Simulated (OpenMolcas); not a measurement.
**Ti3+, Zr3+, Hf3+: d down the group**

```yaml
Program: OpenMolcas 26.06
Method: CASSCF
Basis: ANO-RCC-VTZP
Scalar_Hamiltonian: DKH2, point nucleus
Spin-orbit_coupling: state interaction with AMFI integrals over the reference wave functions, term energies averaged over their components
```

Active space for each ion: 1 electron in 5 orbitals (d).

Computed levels in cm-1 above 2D 3/2:

```tsv
Level	Ti3+	Zr3+	Hf3+
2D 5/2	373	1226	4908
weight of 2D in the lowest level (%)	100	100	100
```

Measured, with the error of the calculation in %. Measured levels: Ti3+ from Corliss and Sugar, J. Phys. Chem. Ref. Data 8, 1 (1979); Zr3+ from the list in Rauch et al., Astron. Astrophys. 599, A142 (2017).

```json
{"Level": "2D 5/2", "Ti3+": "382 (-2.3)", "Zr3+": "1251 (-2.0)"}
```

The fine-structure level 2D 5/2 changes by a factor of 13.2 from Ti3+ to Hf3+.

With one active electron the reference holds no correlation, so core polarisation is missing. Computed and measured levels are paired by configuration, term and J; levels that our copy of the source lacks, or whose pairing is in doubt (as where it misses far off the trend of its configuration), stay unpaired and out of the deviations. Only configurations of the active space appear.
